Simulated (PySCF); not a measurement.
Isomers of C7H9F3, mass 150.066 u with the commonest isotopes. Computed with PBE0/pcSseg-1 in PySCF (dipole) on a GFN2-xTB geometry, gas phase. One conformer each, none proved a minimum here; rigid rotors.

Question: Order these by rotational constant B, largest first.
A. `[CH2:1]=[C:2]1[CH2:3][C@@H:4]([F:5])[C@:6]([F:7])([CH2:8][F:9])[CH2:10]1` with C4–C6–C8–F9 -63°, C1–C2–C3–C4 -167°, C2–C3–C4–F5 -153°, C3–C4–C6–F7 -78°, C4–C6–C10–C2 -30°
B. `[F:1][C@H:2]1[CH2:3][CH:4]=[C:5]([CH:6]([F:7])[F:8])[CH2:9][CH2:10]1` with C4–C5–C6–F7 -115°, F1–C2–C3–C4 81°, C2–C3–C4–C5 8°, C4–C5–C9–C10 20°, C5–C9–C10–C2 -50°
C. `C[C@]12C[C@](C(F)(F)F)(C1)C2`
D. `[CH3:1][CH2:2][CH2:3][CH2:4][C:5]#[C:6][C:7]([F:8])([F:9])[F:10]` with C1–C2–C3–C4 180°, C2–C3–C4–C5 65°

Answer: A (1097 MHz), C (849.7 MHz), B (790.2 MHz), D (516.0 MHz).

Question: Order these by rotational constant C, largest first.
A. `[F:1][C@H:2]1[CH2:3][CH:4]=[C:5]([CH:6]([F:7])[F:8])[CH2:9][CH2:10]1` with C4–C5–C6–F7 -115°, F1–C2–C3–C4 81°, C2–C3–C4–C5 8°, C4–C5–C9–C10 20°, C5–C9–C10–C2 -50°
B. `[CH3:1][CH2:2][CH2:3][CH2:4][C:5]#[C:6][C:7]([F:8])([F:9])[F:10]` with C1–C2–C3–C4 180°, C2–C3–C4–C5 65°
C. `[CH2:1]=[C:2]1[CH2:3][C@@H:4]([F:5])[C@:6]([F:7])([CH2:8][F:9])[CH2:10]1` with C4–C6–C8–F9 -63°, C1–C2–C3–C4 -167°, C2–C3–C4–F5 -153°, C3–C4–C6–F7 -78°, C4–C6–C10–C2 -30°
D. `C[C@]12C[C@](C(F)(F)F)(C1)C2`

Answer: C (899.9 MHz), D (849.6 MHz), A (698.6 MHz), B (471.2 MHz).

Question: Order these by rotational constant A, largest first.
A. `C[C@]12C[C@](C(F)(F)F)(C1)C2`
B. `[F:1][C@H:2]1[CH2:3][CH:4]=[C:5]([CH:6]([F:7])[F:8])[CH2:9][CH2:10]1` with C4–C5–C6–F7 -115°, F1–C2–C3–C4 81°, C2–C3–C4–C5 8°, C4–C5–C9–C10 20°, C5–C9–C10–C2 -50°
C. `[CH3:1][CH2:2][CH2:3][CH2:4][C:5]#[C:6][C:7]([F:8])([F:9])[F:10]` with C1–C2–C3–C4 180°, C2–C3–C4–C5 65°
D. `[CH2:1]=[C:2]1[CH2:3][C@@H:4]([F:5])[C@:6]([F:7])([CH2:8][F:9])[CH2:10]1` with C4–C6–C8–F9 -63°, C1–C2–C3–C4 -167°, C2–C3–C4–F5 -153°, C3–C4–C6–F7 -78°, C4–C6–C10–C2 -30°

Answer: A (2951 MHz), B (2676 MHz), C (2441 MHz), D (1744 MHz).

```
                      SMILES  point group  Ia (u·Å²)  Ib (u·Å²)  Ic (u·Å²)      κ  μa (D)  μb (D)  μc (D)
             CCCCC#CC(F)(F)F           C1     207.06     979.46    1072.62  -0.95    3.58    1.31    0.10
 C=C1C[C@@H](F)[C@](F)(CF)C1           C1     289.79     460.72     561.61  -0.53    0.86    1.31    0.32
       FC(F)C1=CC[C@H](F)CC1           C1     188.89     639.55     723.38  -0.91    1.79    0.40    0.80
C[C@]12C[C@](C(F)(F)F)(C1)C2          C3v     171.23     594.80     594.83  -1.00    3.08    0.00    0.00
```
